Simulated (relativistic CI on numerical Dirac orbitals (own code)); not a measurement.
Judd-Ofelt analysis for Eu3+

Calculated at this level of theory: Dirac-Coulomb-Breit CI, KLI orbitals optimised for each configuration, model QED (radiative potential, 1s self-energy scaled to tabulated hydrogen-like ionisation energies), unscaled Slater integrals (own radial code, finite nucleus).

Configuration 4f⁶ alone, in intermediate coupling. Take Ω₂ = 1.23, Ω₄ = 1.27, Ω₆ = 5.6 (10⁻²⁰ cm²) and refractive index n = 1.66 as given. A_ED = 64π⁴e²ν³ n(n² + 2)²/[27h(2J + 1)] Σ Ω_λ |U^λ|², in Gaussian units with ν in cm⁻¹, and A_MD is n³ times the free-ion magnetic-dipole rate; a dash marks a rate that is forbidden or under 2 % of the level's free-ion decay.

Emitting level ⁵D2 at 23658 cm⁻¹ (radiative decay alone: multiphonon quenching in a host is left out, and the level can lie too high or too low):

| To | ν (cm⁻¹) | U² squared | U⁴ squared | U⁶ squared | Free-ion A(M1) (s⁻¹) |
| --- | --- | --- | --- | --- | --- |
| ⁷F0 | 23658 | 0.0007 | 0.0000 | 0.0000 | - |
| ⁷F1 | 23305 | 0.0000 | 0.0000 | 0.0000 | 0.672 |
| ⁷F2 | 22669 | 0.0015 | 0.0013 | 0.0000 | - |
| ⁷F3 | 21830 | 0.0020 | 0.0023 | 0.0000 | 12.4 |
| ⁷F4 | 20852 | 0.0018 | 0.0003 | 0.0000 | - |
| ⁷F5 | 19783 | 0.0000 | 0.0015 | 0.0000 | - |
| ⁷F6 | 18659 | 0.0000 | 0.0000 | 0.0000 | - |
| ⁵D0 | 3989 | 0.0136 | 0.0000 | 0.0000 | - |
| ⁵D1 | 2410 | 0.0111 | 0.0000 | 0.0000 | 0.773 |

Task: Give the rates, branching ratios and the radiative lifetime.

Result: The rates are:

```
 To  λ (nm)  A_ED (s⁻¹)  A_MD (s⁻¹)  β (%)
⁷F0     423        7.25           0    4.7
⁷F1     429           0        3.07    2.0
⁷F2     441        24.4           0   15.9
⁷F3     458        34.3        56.6   59.1
⁷F4     480        14.3           0    9.3
⁷F5     505        9.63           0    6.3
⁷F6     536           0           0    0.0
⁵D0    2507       0.639           0    0.4
⁵D1    4150       0.115        3.54    2.4
```

τ_rad = 6.50e-03 s. Computed level positions enter as ν³, so measured ones would change the rates. For the strongest line (458 nm) and an assumed effective width Δλ = 6.3 nm (300 cm⁻¹), the Füchtbauer-Ladenburg formula σ = λ⁴A/(8πcn²Δλ) gives a peak emission cross-section of 0.031 × 10⁻²⁰ cm².
